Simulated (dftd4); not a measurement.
C₂H₉AlOSi, singlet, at a GFN2-xTB geometry (such geometries of metal compounds can be far from the true shape).

dftd4 was given this input:
```
$ dftd4 mol.xyz --func b3lyp --charge 0 --json dftd4.json --noedisp --property

# file mol.xyz
14

Al     0.16418219     0.80306897     0.52935491
C      1.71992852     1.91197601    -0.04275149
H      2.65378921     1.34370309     0.00714559
H      1.85268461     2.80857798     0.56567260
H      1.61632416     2.23576822    -1.08292934
C     -1.10034460     1.11363958     2.03992938
H     -1.09292977     0.27495355     2.74276804
H     -2.13109745     1.20242795     1.68352884
H     -0.87444355     2.01710462     2.60931924
O     -0.12203492    -0.58596264    -0.38609585
Si    -0.39320375    -1.92451346    -1.27014763
H     -1.59910444    -2.56410911    -0.74057254
H      0.78190080    -2.78542267    -1.12070468
H     -0.57786386    -1.49570395    -2.65807554
```

What does this run give for the partial charges in atom order, dispersion energy?


partial charges in atom order: Al1 0.39, C2 -0.32, H3 0.09, H4 0.08, H5 0.09, C6 -0.32, H7 0.09, H8 0.09, H9 0.08, O10 -0.48, Si11 0.09, H12 0.04, H13 0.04, H14 0.04
dispersion energy: -9.50 kcal/mol
